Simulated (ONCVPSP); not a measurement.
# Scattering properties, ONCV potential for Mg

- Element: magnesium (Mg)
- Generator: ONCVPSP 4.0.1
- Type: optimised norm-conserving Vanderbilt (ONCV)
- Functional: PBE
- Relativity: non-relativistic
- Frozen core: [He]
- Valence charge: 10
- Reference configuration: 2s2 2p6 3s1.5 (charge +0.5)
- Partial waves: 2s+3s: rc 1.40 bohr, ncon 4, nbas 7, qcut 11 1/bohr, 3 projectors, debl 3.5 Ha; 2p: rc 0.85 bohr, ncon 3, nbas 7, qcut 14.3 1/bohr, 2 projectors, debl 0.9 Ha; d scattering state at 0.19 Ha: rc 1.45 bohr, ncon 4, nbas 9, qcut 7.2 1/bohr, 2 projectors, debl 1.6 Ha
- Local potential: polynomial inside 0.70 bohr (lpopt 4, dvloc0 0 Ha)
- Core correction: Teter function, parameters optimised by the program

In the p channel the program set the typed energies aside and used -1.871, 0.250 Ha.

The phase is arctan(r·R′/R) of the radial function R(r), unwrapped; energies in Ha, scanned from -5 to 5 Ha. A pole is an energy at which the radial function vanishes at the test radius. The pseudo phase is shifted by a multiple of π to meet the all-electron one at the reference energy, and phase errors are pseudo minus all-electron; the curves can meet again beyond the range given. Levels narrower than the energy grid can be missing from the lists of poles.

Q: For each channel, where are the poles, and over which energies does the pseudopotential scatter like the atom?

A:

```tsv
channel	radius (bohr)	reference energy (Ha)	poles, all-electron	poles, pseudo	unbroken range about the reference energy with phases within 0.05 rad	phase error 1 Ha above the reference energy (rad)
s	1.42	-0.29	-2.81	-2.81	the whole range	+0.000
p	0.86	-1.87	0.61	0.61	the whole range	-0.000
d	1.48	0.19	4.18	4.17	the whole range	-0.000
```

Phases in the p channel:

```
E (Ha)  all-electron  pseudo
 -4.96         0.565   0.565
 -4.48         0.370   0.370
 -4.00         0.107   0.107
 -3.52        -0.214  -0.214
 -3.04        -0.544  -0.544
 -2.56        -0.825  -0.826
 -2.08        -1.039  -1.039
 -1.60        -1.196  -1.196
 -1.12        -1.313  -1.313
 -0.64        -1.403  -1.403
 -0.16        -1.476  -1.476
  0.32        -1.537  -1.537
  0.80        -1.591  -1.591
  1.28        -1.639  -1.639
  1.76        -1.684  -1.684
  2.24        -1.728  -1.728
  2.72        -1.772  -1.772
  3.20        -1.817  -1.817
  3.68        -1.867  -1.867
  4.16        -1.922  -1.921
  4.64        -1.985  -1.984
```
